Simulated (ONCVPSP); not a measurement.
## Plane-wave convergence, ONCV potential for bromine (Br)

ONCVPSP 4.0.1 input, shortened (lines: element, Z, core and valence counts, functional; n l f; lmax; l rc ep ncon nbas qcut; lloc lpopt rc5 dvloc0; l nproj debl; icmod fcfact rcfact), PBE, scalar-relativistic:

```
  Br 35.00    5    3        4      upf
    1    0    2.00
    2    0    2.00
    2    1    6.00
    3    0    2.00
    3    1    6.00
    3    2   10.00
    4    0    2.00
    4    1    5.00
    3
    0    1.50    0.00    5    8    4.00
    1    1.50    0.00    3    6    4.60
    2    0.75    0.00    3    7   22.80
    3    1.20    0.12    4    7    9.50
    4    1    0.75    2.00
    0    2    3.80
    1    3    3.70
    2    2    1.00
    3    2    2.90
    1    0.35    0.00
```

In the d channel the program set the typed energies aside and used -2.452, 0.250 Ha.

Q: For each optimised wave give the share of its norm inside rc, the residual kinetic energy above qcut (Ha) and the cutoffs (Ha) for errors of 10, 1, 0.1 and 0.01 mHa per electron.

A:

```json
{"wave": "4s", "norm inside rc": "0.430", "residual KE": "1.9e-02", "10 mHa": "9.3", "1 mHa": "42.1", "0.1 mHa": "60.7", "0.01 mHa": "71.9"}
{"wave": "s projector 2", "norm inside rc": "0.087", "residual KE": "8.4e-02", "10 mHa": "15.4", "1 mHa": "55.0", "0.1 mHa": "95.6", "0.01 mHa": "107.8"}
{"wave": "4p", "norm inside rc": "0.249", "residual KE": "1.5e-03", "10 mHa": "3.8", "1 mHa": "11.8", "0.1 mHa": "42.8", "0.01 mHa": "69.0"}
{"wave": "p projector 2", "norm inside rc": "0.101", "residual KE": "1.3e-02", "10 mHa": "11.0", "1 mHa": "23.8", "0.1 mHa": "65.5", "0.01 mHa": "not reached"}
{"wave": "p projector 3", "norm inside rc": "0.074", "residual KE": "7.1e-02", "10 mHa": "29.3", "1 mHa": "88.5", "0.1 mHa": "125.1", "0.01 mHa": "not reached"}
{"wave": "3d", "norm inside rc": "0.762", "residual KE": "3.6e-07", "10 mHa": "165.0", "1 mHa": "194.0", "0.1 mHa": "217.3", "0.01 mHa": "235.8"}
{"wave": "d projector 2", "norm inside rc": "0.013", "residual KE": "1.7e-08", "10 mHa": "109.7", "1 mHa": "151.0", "0.1 mHa": "184.3", "0.01 mHa": "211.0"}
{"wave": "f projector 1", "norm inside rc": "0.000", "residual KE": "2.1e-09", "10 mHa": "0.2", "1 mHa": "0.4", "0.1 mHa": "0.9", "0.01 mHa": "3.3"}
{"wave": "f projector 2", "norm inside rc": "0.098", "residual KE": "5.5e-04", "10 mHa": "28.9", "1 mHa": "42.1", "0.1 mHa": "54.9", "0.01 mHa": "123.3"}
```

The occupied waves need 194 Ha and 217 Ha for 1 and 0.1 mHa. Rows with under 1 % of the norm inside rc give no meaningful cutoff. Note: no bound ghost flagged; GHOST(+) flagged for s at 17.2 eV, p at 310.9 eV.
